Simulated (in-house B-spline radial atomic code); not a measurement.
Si²⁺. Computed with a B-spline radial atomic code. Model: non-relativistic spherical atom: semilocal Troullier-Martins pseudo-atom, one channel per l, against all electrons, high spin, G0W0 and RPA with empty states to l = 8, local potential for every l without a channel, a model core (radius 0 = none) keeps its share of the functional.

What the tables leave out is listed at the end.

The pseudopotential gives back the lowest level of each angular momentum of its own functional in the configuration it was made in; a second state of the same l is only approximately right. Exact exchange, RPA and GW see the smooth pseudo-orbitals and miss the exchange with the core, for which the functional's share stands in. The column with an uncorrelated core keeps all orbitals and exact exchange, and so separates missing core correlation from pseudisation. Only the three outermost levels and the lowest empty one were computed. RPA here is direct RPA, with no exchange kernel, and its energies carry an (l + 1/2)⁻⁴ tail. A hybrid on a potential with a model core restores only its own semilocal share of the core's exchange.

Command:
```bash
python run_psgw.py task.json out
```
Settings (lengths in bohr, energies in hartree):
```
Z                      14
electrons              12
configuration          [Ne] 3s2
generated_in           [Ne] 3s2
functional             pbe,pbe
core_shells            3
radius_factor          0.8
core_correction        True
ion_configuration      [Ne] 3s1
```

Run time, properties included: 11 s on 1 thread of Intel(R) Xeon(R) 6975P-C (Granite Rapids) (shared host).

Given: made with PBE; model core radius 1.174 bohr; local radius 1.378 bohr; mean-field start PBE.

Valence shells of the generating configuration: 3s.

Channel: s 1.352, p 1.523 (radii in bohr).

Computed: largest level miss in the spin-unpolarised generating configuration 0.001 eV; valence RPA correlation energy all-electron orbitals -0.091425 hartree; valence RPA correlation energy pseudo -0.096284 hartree; all-electron RPA polarisability, core included 8.9757 bohr³; ionisation by mean-field pseudo minus all -0.008 eV; ionisation by RPA all-electron 33.927 eV; ionisation by RPA pseudo minus all 0.274 eV.

```tsv
level	occupied	mean-field all-electron (eV)	mean-field pseudo minus all (eV)	G0W0 all-electron (eV)	G0W0 uncorrelated core minus all (eV)	G0W0 pseudo minus all (eV)	exchange self-energy all-electron (eV)	exchange self-energy pseudo (eV)
3s	1	-28.478	-0.001	-33.755	0.247	0.128	-15.194	-12.474
3p (empty)	0	-20.516	0.001	-16.776	0.141	-0.139	-4.4966	-2.6684
```

(1) What is the pseudo-atom RPA polarisability?

(2) What is the ionisation by mean-field all-electron?

Given: mean-field start PBE0.

Computed: valence RPA correlation energy all-electron orbitals -0.079286 hartree; valence RPA correlation energy pseudo -0.083574 hartree; pseudo-atom RPA polarisability 8.2337 bohr³; ionisation by mean-field all-electron 33.245 eV; ionisation by mean-field pseudo minus all -0.203 eV; ionisation by RPA all-electron 33.716 eV.

| level | occupied | mean-field all-electron (eV) | mean-field pseudo minus all (eV) | G0W0 all-electron (eV) | G0W0 uncorrelated core minus all (eV) | G0W0 pseudo minus all (eV) | exchange self-energy all-electron (eV) | exchange self-energy pseudo (eV) |
| --- | --- | --- | --- | --- | --- | --- | --- | --- |
| 3s | 1 | -29.632 | 0.171 | -33.705 | 0.245 | 0.306 | -15.055 | -12.356 |
| 3p (empty) | 0 | -19.399 | 0.016 | -16.695 | 0.133 | -0.076 | -4.2854 | -2.6128 |

(3) What is the all-electron RPA polarisability, core included?

(4) What is the ionisation by RPA pseudo minus all?

Answers

(1) 8.9824 bohr³.

(2) 33.383 eV.

(3) 8.034 bohr³.

(4) -0.078 eV.

Among the listed levels the largest G0W0 shift of the pseudo-atom is +0.31 eV, for 3s on the PBE0 start, while leaving the core uncorrelated moves that level by +0.24 eV. The rest, +0.06 eV, comes from pseudisation and the lost core exchange. Not in the tables (levels of low weight, unsolved or above zero; the highest and the empty levels are kept at any weight): no Hartree-Fock pseudo-atom is run with a model core.
